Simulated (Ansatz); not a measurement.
One geometry of the cluster W2O6, several levels of theory.

```yaml
crystal:
  periodic: [false, false, false]
  atoms:
    - {symbol: W, position_ang: [0.671834, 1.099743, -0.682859]}
    - {symbol: W, position_ang: [-0.671840, -1.099738, 0.682859]}
    - {symbol: O, position_ang: [-0.829747, -2.716705, 0.076426]}
    - {symbol: O, position_ang: [1.087334, -0.316304, 0.560354]}
    - {symbol: O, position_ang: [-1.442715, -1.003027, 2.233239]}
    - {symbol: O, position_ang: [1.442737, 1.003019, -2.233223]}
    - {symbol: O, position_ang: [-1.087342, 0.316309, -0.560350]}
    - {symbol: O, position_ang: [0.829739, 2.716714, -0.076436]}
basis:
  gaussian: {orbitals: def2-TZVP, initial_orbitals: start.molden}
hamiltonian: {xc: r2scan, dispersion: d4}
scf: {omitted_lower_state_checks: [starts]}
output: {orbitals: {seedname: orbitals}}
```

The file start.molden holds the orbitals of an earlier run on this structure, at another level or in another basis.

```sh
$ ansatz run in.yaml --threads 4 --pin off --events-out ev --progress --plain --max-ram 4787MiB
```

It prints (some lines left out):

```
Functional definition: r2SCAN
1554 factors; their error is unknown
mean field evaluation 1: about -15945.2967 eV, gradient 7.3e0 eV
mean field evaluation 2: about -15945.4045 eV, gradient 1.0e-1 eV
mean field evaluation 4: about -15945.3997 eV, gradient 1.6e-4 eV
mean field -15945.39966228 eV, -585.9826294088 hartree, gradient 2.1e-5 eV, S^2 0.000000; 0 other end points of the search recorded, 0 dependent functions left out
reference -15945.39967635 eV, -585.9826299256 hartree; 38, 38 occupied and 228, 228 virtual orbitals, 1554 factors
Total energy: -15945.47250609 eV, -585.9853063694 hartree
Checks for a lower state left out: starts
```

It took 9.5 s on 4 threads of Arm Neoverse V1 on a shared host.

As the first input, with `hamiltonian: {xc: pbe, dispersion: d4}` (abridged; 4.1 s):

```
Functional definition: PBE
mean field -15939.51252009 eV, -585.7662809237 hartree, gradient 1.9e-5 eV, S^2 0.000000
Total energy: -15939.82613823 eV, -585.7778061779 hartree
Checks for a lower state left out: starts
```

First input, but with `gaussian: {orbitals: def2-TZVP}`, `hamiltonian: {xc: pbe0, dispersion: d4}` (abridged; 6.5 s):

```
Functional definition: PBE0
mean field evaluation 16: about -15934.3793 eV, gradient 1.7e-3 eV
mean field -15934.37926218 eV, -585.5776371748 hartree, gradient 5.8e-5 eV, S^2 0.000000
Total energy: -15934.64919964 eV, -585.5875571936 hartree
Checks for a lower state left out: starts
```

Geometry: PBE-D4/def2-SVP, that of the charge +1 doublet.

In the def2 sets W takes a core potential; there is no spin–orbit coupling. The structure comes from a short search, and lower isomers may exist.
